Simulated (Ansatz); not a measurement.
A nudged elastic band was laid between two geometries of C2H4NSi (8 atoms, charge 0, multiplicity 2).

Method: UKS PBE0-D4/def2-SVP in Ansatz.

```yaml
movable_images: 5
climbing_image: yes
spring: 5.0 eV/Å²
optimiser: quadratic models (default)
start_path: IDPP
force_threshold: 0.03 eV/Å
iteration_limit: 60
end_points: relaxed
```

First end point:

```xyz
8
Properties=species:S:1:pos:R:3
C -0.647 0.923 -0.359
Si 0.064 -0.290 0.878
C 1.501 -1.191 0.145
N 2.457 -1.707 -0.270
H 0.124 1.633 -0.691
H -1.474 1.490 0.092
H -1.030 0.386 -1.242
H -0.903 -1.302 1.391
```

Last end point:

```xyz
8
Properties=species:S:1:pos:R:3
C -0.385 1.062 -0.357
Si 0.523 -0.136 0.759
C 0.788 -1.749 -0.103
N 1.037 -2.740 -0.658
H -0.499 2.036 0.140
H -1.387 0.673 -0.600
H 0.168 1.211 -1.296
H -0.150 -0.414 2.060
```

Problem. What changes between the two ends?

Solution. No bond is made or broken. The dihedral H5–C1–Si2–C3 goes from -57 to -177°. The two ends are copies of one structure, up to a mirror image or an exchange of like atoms.

Problem. What energy profile does the band end with?

Solution. The forces met the threshold. The highest image is number 3 of 0 to 6, 1.1 kcal/mol above the ends, which have the same energy within 2 meV. A vibrational analysis at the climbing image gives one clearly imaginary mode, 138i cm⁻¹: a first-order saddle point.

```json
{"image": "0", "path coordinate (Å)": "0.00", "energy (kcal/mol)": "0.0", "dihedral H5–C1–Si2–C3 (°)": "-57"}
{"image": "1", "path coordinate (Å)": "0.53", "energy (kcal/mol)": "0.3", "dihedral H5–C1–Si2–C3 (°)": "-77"}
{"image": "2", "path coordinate (Å)": "1.05", "energy (kcal/mol)": "0.8", "dihedral H5–C1–Si2–C3 (°)": "-97"}
{"image": "3", "path coordinate (Å)": "1.58", "energy (kcal/mol)": "1.1", "dihedral H5–C1–Si2–C3 (°)": "-117"}
{"image": "4", "path coordinate (Å)": "2.11", "energy (kcal/mol)": "0.8", "dihedral H5–C1–Si2–C3 (°)": "-137"}
{"image": "5", "path coordinate (Å)": "2.64", "energy (kcal/mol)": "0.3", "dihedral H5–C1–Si2–C3 (°)": "-157"}
{"image": "6", "path coordinate (Å)": "3.17", "energy (kcal/mol)": "0.0", "dihedral H5–C1–Si2–C3 (°)": "-177"}
```

Problem. What is the geometry of the highest image?

Solution. 
```xyz
8
Properties=species:S:1:pos:R:3:forces:R:3
C -0.482 1.030 -0.357 0.00 0.02 0.01
Si 0.349 -0.157 0.840 0.01 -0.01 0.00
C 1.091 -1.595 -0.049 0.00 0.01 0.00
N 1.633 -2.463 -0.602 -0.01 0.00 0.00
H 0.002 2.019 -0.347 0.00 -0.01 0.00
H -1.538 1.164 -0.077 0.00 0.00 -0.01
H -0.433 0.634 -1.382 0.00 0.00 -0.01
H -0.530 -0.690 1.918 0.00 -0.01 0.01
```

Problem. What are the harmonic wavenumbers there?

Solution. 138i, 143, 276, 372, 519, 587, 705, 746, 788, 852, 1259, 1418, 1430, 2246, 2306, 3065, 3171, 3182 cm⁻¹.

The band took 3 iterations and about 80 core-seconds.

Time of the run: 40 s on 2 threads of AMD EPYC 7R43 64-Core Processor (Zen 3), on a shared host, peak memory 0.22 GiB.
